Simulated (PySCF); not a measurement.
SMILES Cl[Si](Cl)(Cl)/C=C\[Si](F)(F)F (C2H2Cl3F3Si2) (GFN2-xTB optimised geometry):

```
12

F     -2.758     0.294    -0.018
Si    -2.531    -1.008     0.856
F     -3.830    -1.122     1.759
F     -2.650    -2.207    -0.175
C     -0.995    -1.030     1.911
C      0.213    -0.551     1.607
Si     0.738     0.310     0.000
Cl     2.758     0.310     0.000
Cl     0.072    -0.683    -1.620
Cl     0.062     2.207     0.000
H     -1.125    -1.488     2.886
H      0.993    -0.650     2.354
```

Level of theory: PySCF with CAM-B3LYP/def2-TZVP.

What are the frontier orbital energies and the dipole moment?

HOMO-2 -10.86 eV, HOMO-1 -10.78 eV, HOMO -10.50 eV, LUMO -1.11 eV, LUMO+1 0.99 eV; dipole moment 2.87 D.

Meta-Löwdin charges at CAM-B3LYP/def2-TZVP: F1 -0.49, Si2 1.64, F3 -0.49, F4 -0.49, C5 -0.37, C6 -0.32, Si7 0.98, Cl8 -0.27, Cl9 -0.24, Cl10 -0.25, H11 0.15, H12 0.14.
